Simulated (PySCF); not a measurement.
GeH₂S, SMILES [SH][GeH] (connectivity only; charge and spin as stated), neutral, multiplicity 1. Atoms are numbered in the order given.

```xyz
4

Ge     0.0539     0.7538     0.0000
H     -1.5389     0.8280     0.0000
S     -0.0888    -1.4536     0.0000
H      1.2344    -1.6931     0.0000
```

The structure is a stationary point at PBE0-D3(BJ)/def2-TZVP.

The numbers are results of PySCF with PBE/def2-TZVPD, not measurements.

Symmetry labels are those of the subgroup Cs that the program uses (full group Cs).

Computed valence orbital energies around the gap with their symmetry:
| orbital | symmetry | energy (eV) |
|---|---|---|
| HOMO−7 | A' | -29.79 |
| HOMO−6 | A' | -29.74 |
| HOMO−5 | A' | -18.33 |
| HOMO−4 | A' | -12.66 |
| HOMO−3 | A' | -9.82 |
| HOMO−2 | A' | -7.89 |
| HOMO−1 | A" | -7.03 |
| HOMO | A' | -6.00 |
| LUMO | A" | -3.37 |
| LUMO+1 | A' | -0.91 |
| LUMO+2 | A' | -0.57 |
| LUMO+3 | A' | 0.22 |
